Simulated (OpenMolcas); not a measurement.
Ti³⁺: from RASSCF to RASPT2

```yaml
Program: OpenMolcas
Basis: ANO-RCC-VDZP [5s4p2d1f]
Scalar_Hamiltonian: DKH2, point nucleus
Active_space: 1 electron in 9 orbitals (RAS2 3d 4s; RAS3 4p, at most 1 electron)
State_averaging: 2S+1 = 2 even, 6 roots; 2S+1 = 2 odd, 3 roots
Spin-orbit_coupling: RASSI with atomic mean-field integrals over the reference wave functions, term energies averaged over their components
```

Methods on the same reference wave functions:
A. RASSCF
B. SS-RASPT2, IPEA 0.25 Eh, imaginary shift 0.1 Eh (closed shells correlated: 3s 3p)

Energies in eV above 3d ²D_3/2, the measured ground level; measured values from Corliss and Sugar, J. Phys. Chem. Ref. Data 8, 1 (1979).

```tsv
Level	A	B	Measured
3d ²D_3/2	0.0000	0.0000	0.0000
3d ²D_5/2	0.0470	0.0470	0.0474
4s ²S_1/2	10.5005	10.041	9.9670
4p ²P°_1/2	16.3952	16.522	15.8602
4p ²P°_3/2	16.4729	16.599	15.9617
```

Deviations, from unrounded energies. A percentage is the sum of absolute deviations over the sum of measured energies, with the sign that they share, or ± where signs differ.

```json
{"Against measurement": "mean absolute deviation (cm-1)", "Levels": "4", "A": "3200", "B": "2800"}
{"Against measurement": "fine structure of the ground term (%)", "Levels": "1", "A": "-0.8", "B": "-0.8"}
{"Against measurement": "other configurations (%)", "Levels": "3", "A": "+3.8", "B": "+3.3"}
```

B lies closest to measurement on these levels. The largest miss of B in the table is 4p ²P°_1/2, by +5300 cm-1. The ranking rests on the paired levels alone, and a cruder setting can come out closer through cancelling errors.

The lowest spin-free term lies below A's lowest term by 0.208 hartree in B.

Term energies are means over components that CASPT2 splits; among the terms shown or strongly mixed into the levels shown the widest spread is 12 cm-1 (3d ²D, B). The basis is small and was not contracted for so high a charge. With one active electron the reference holds no correlation, so core polarisation is missing (holds for A). With one active electron, CASPT2 adds the correlation within the correlated inactive shells and between them and that electron, and leaves the splitting within a term as the reference gives it (holds for B). Computed and measured levels are paired by configuration, term and J; levels that our copy of the source lacks, or whose pairing is in doubt (as where it misses far off the trend of its configuration), stay unpaired and out of the deviations. Levels of configurations outside the active space are missing.

° marks odd parity.
